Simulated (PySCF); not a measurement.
A GIAO shielding run with PySCF 2.14.0 with density-fitted response routines (density fitting, non-relativistic, gas phase) on `C=C=CCC(F)F`, C₅H₆F₂:

```
$ OMP_NUM_THREADS=1 python probes_run.py task.json out

{"job": {"kind": "nmr", "xc": "PBE0", "basis": "pcSseg-0", "pop": true}, "charge": 0, "multiplicity": 1}
C      2.399146     0.362300    -0.179731
C      1.327860    -0.386607    -0.140992
C      0.253236    -1.135044    -0.093520
C     -1.163414    -0.640902    -0.018725
C     -1.304393     0.848287     0.166799
F     -0.850020     1.217746     1.384308
F     -2.613668     1.187098     0.097613
H      2.822083     0.706209    -1.129916
H      2.907834     0.668889     0.740583
H      0.384879    -2.224401    -0.118582
H     -1.706650    -0.916765    -0.938372
H     -1.695032    -1.129412     0.815077
H     -0.754156     1.430228    -0.593555
```

Hardware: 1 thread of an Arm Neoverse V2, shared host. The job also computes population analyses, field gradients.

(1) How large is the calculation?

(2) How long does it take, and how much memory does it need?

(3) And these other runs on the same molecule and hardware: GIAO shielding at B97-D/pcSseg-1; GIAO shielding at BLYP/pcSseg-1; GIAO shielding at CAM-B3LYP/pcSseg-1; GIAO shielding at KT2/pcSseg-1; GIAO shielding at KT3/pcSseg-1; GIAO shielding at OPBE/pcSseg-1?

Answers

(1) 54 electrons, 75 basis functions and 683 auxiliary functions.

(2) 5 s of wall time, with 13 SCF cycles and 5 response iterations; peak memory 0.47 GiB. Times on a shared host scatter by some tens of per cent.

(3) B97-D/pcSseg-1: 149 functions, 18 s; BLYP/pcSseg-1: 149 functions, 19 s; CAM-B3LYP/pcSseg-1: 149 functions, 17 s; KT2/pcSseg-1: 149 functions, 18 s; KT3/pcSseg-1: 149 functions, 18 s; OPBE/pcSseg-1: 149 functions, 17 s.
